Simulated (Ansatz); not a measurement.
A nudged elastic band was laid between two geometries of CH₃InO (6 atoms, charge 0, multiplicity 1).

All numbers below come from RKS r2SCANh-D4/def2-mTZVP in Ansatz 0.2.0.

```
movable images  : 8
climbing image  : no
spring          : 5.0 eV/Å²
optimiser       : quadratic models (default)
start path      : through a guess of the saddle point
force threshold : 0.03 eV/Å
iteration limit : 60
end points      : relaxed
```

Initial state:

```xyz
6
Properties=species:S:1:pos:R:3
O -1.096 -1.579 0.495
C -0.078 -1.201 -0.040
In 0.202 0.999 -0.047
H 0.615 -1.963 -0.474
H -0.522 1.928 -1.310
H 0.921 1.752 1.331
```

Final state:

```xyz
6
Properties=species:S:1:pos:R:3
O -0.510 -1.819 0.152
C 0.317 -0.899 -0.232
In 0.000 1.219 0.082
H -0.164 -2.699 -0.099
H -0.517 2.150 -1.284
H 0.916 1.983 1.337
```

**Question.** What changes between the two ends?

**Answer.** Bonds broken: C2–H4. Bonds formed: O1–H4.

**Question.** Give the energies along the band, and the barrier.

**Answer.** The forces met the threshold. The highest image is number 5 of 0 to 9, 81.6 kcal/mol above the first end and 28.2 kcal/mol above the last; the last end lies 53.4 kcal/mol above the first. Neighbouring images differ by up to 1.5 eV, so the band resolves the path poorly. No image climbed, so the highest image needn't sit at the top of the path. The orbitals stay closed-shell, which can raise the energy where a bond breaks towards radicals; this wasn't checked here.

| image | path coordinate (Å) | energy (kcal/mol) | C2–H4 (Å) | O1–H4 (Å) |
| --- | --- | --- | --- | --- |
| 0 | 0.00 | 0.0 | 1.12 | 2.00 |
| 1 | 0.22 | 1.5 | 1.12 | 1.96 |
| 2 | 0.45 | 12.5 | 1.10 | 1.78 |
| 3 | 0.67 | 40.5 | 1.12 | 1.54 |
| 4 | 0.90 | 75.7 | 1.20 | 1.30 |
| 5 | 1.12 | 81.6 | 1.36 | 1.07 |
| 6 | 1.35 | 64.9 | 1.60 | 0.97 |
| 7 | 1.57 | 55.9 | 1.79 | 0.97 |
| 8 | 1.80 | 53.9 | 1.85 | 0.98 |
| 9 | 2.02 | 53.4 | 1.87 | 0.98 |

**Question.** What is the geometry of the highest image?

**Answer.** 
```xyz
6
Properties=species:S:1:pos:R:3
O -0.716 -1.967 0.255
C 0.030 -0.947 -0.086
In -0.007 1.190 0.083
H 0.167 -2.288 -0.254
H -0.442 2.066 -1.340
H 1.010 1.881 1.296
```

Time of the run: 5.6 min on 2 threads of AMD EPYC 9R45 96-Core Processor (Zen 5), on a shared host, peak memory 0.23 GiB.
